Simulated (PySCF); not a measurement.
C₂H₃Cl₂FSi, SMILES ClC(Cl)=C([SiH3])F.

Geometry optimised at B3LYP-D3(BJ)/def2-SVP. This is a generated structure with no PubChem entry under its InChIKey; it may be hypothetical.

Level of theory: PySCF with PBE/def2-TZVP.

Symmetry labels are those of the subgroup Cs that the program uses (full group Cs).

### Question
List the valence orbital energies around the gap with their symmetry. (Estimate from the structure and the level; the computed values follow.)

### Answer

| orbital | symmetry | energy (eV) |
|---|---|---|
| HOMO−7 | A" | -9.98 |
| HOMO−6 | A' | -8.93 |
| HOMO−5 | A" | -8.86 |
| HOMO−4 | A' | -8.75 |
| HOMO−3 | A' | -8.29 |
| HOMO−2 | A" | -8.28 |
| HOMO−1 | A' | -7.86 |
| HOMO | A" | -6.20 |
| LUMO | A" | -1.94 |
| LUMO+1 | A' | -1.30 |
| LUMO+2 | A' | -1.03 |
| LUMO+3 | A' | -0.23 |
